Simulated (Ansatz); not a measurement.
Consider the atomization: `[I][SnH2][I]` → 2 H• + 2 I• + Sn•.

Computed with Ansatz on PBE0-D4/def2-TZVP structures; ΔE is electronic, products minus reactants. CCSD(T)/CBS is the MP2 limit (def2-TZVPP, def2-QZVPP) plus CCSD(T) − MP2 in def2-TZVPP, frozen cores. This one scheme is used for every species, atoms too. Functionals use def2-TZVPP. B3LYP here is the variant with VWN-RPA as its local correlation; programs differ in this. Open shells (•) are unrestricted, without spin–orbit coupling. Spin–orbit coupling would lower the free atoms: strongly for I, Sn. def2 core potentials past Kr. Bonds to I, Sn are less sure, by a few kJ/mol each and by 10 to 20 or more in all where they break to atoms, as the def2 sets lack core-valence functions.

```json
{"level": "BLYP-D4", "ΔE (eV)": "10.35"}
{"level": "ωB97M-V", "ΔE (eV)": "10.48"}
{"level": "revPBE", "ΔE (eV)": "9.99"}
{"level": "PBE0", "ΔE (eV)": "10.46"}
{"level": "B3LYP", "ΔE (eV)": "10.20"}
{"level": "r2SCANh", "ΔE (eV)": "10.60"}
{"level": "LC-ωPBE", "ΔE (eV)": "10.27"}
{"level": "CCSD(T)/def2-SVP", "ΔE (eV)": "9.66"}
```

Task: What does CCSD(T)/CBS give? (An estimate is asked.)

Result: Ansatz gave: +11.09 eV. The listed levels differ from it by -0.74, -0.61, -1.10, -0.63, -0.89, -0.49, -0.82, -1.43 eV.

Largest T1 diagnostic among the species: 0.011.

From BLYP to BHLYP (50 % exact exchange), in def2-TZVPP and without D4, ΔE moves by +0.07 eV. The D4 term adds +0.28 eV with B3LYP and +0.15 eV with PBE0; it sums over pairs of atoms, weighted by their polarisabilities, and B3LYP, whose exchange is more repulsive, gets the larger term.

For atomizations the MP2-based limit and the directly extrapolated one differ by several kJ/mol either way, and by 10 to 25 for some Ge, Se and Sn compounds, so smaller differences from it don't rank the levels.
